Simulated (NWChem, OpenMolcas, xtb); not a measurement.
# SnNH2F (SMILES [NH2][Sn][F]): methods side by side

The species is SnNH2F (5 atoms), meant as a singlet with charge 0. As SMILES, `[NH2][Sn][F]`. The shape is that of a PBE0-D4/def2-TZVP optimisation. This is one conformer, not always the lowest.

Quantity: the HOMO–LUMO gap, in eV. The values are calculated.

| level | kind | program | value (eV) | CPU time |
| --- | --- | --- | --- | --- |
| GFN2-xTB | semi-empirical | xtb | 3.93 | under 2 s |
| HF/def2-SVP (core potential) | Hartree–Fock | NWChem | 10.90 | 8.9 s |
| SVWN5/def2-SVP (core potential) | LDA | OpenMolcas | 3.73 | 11 s |
| PBE/def2-SVP (core potential) | GGA | OpenMolcas | 3.74 | 19 s |
| r2SCAN/def2-SVP (core potential) | meta-GGA | OpenMolcas | 4.11 | 23 s |
| TPSSh/def2-SVP (core potential) | hybrid meta-GGA | NWChem | 4.65 | 22 s |
| B2PLYP/def2-SVP (core potential) | double hybrid | OpenMolcas | 7.73 | 11 s |

The values span 3.73 to 10.90 eV. Orbital gaps aren't excitation energies, and those of double hybrids come from the SCF part alone; they tend to grow with the share of exact exchange. CPU times are rough (shared hosts, several kinds of processor and program).
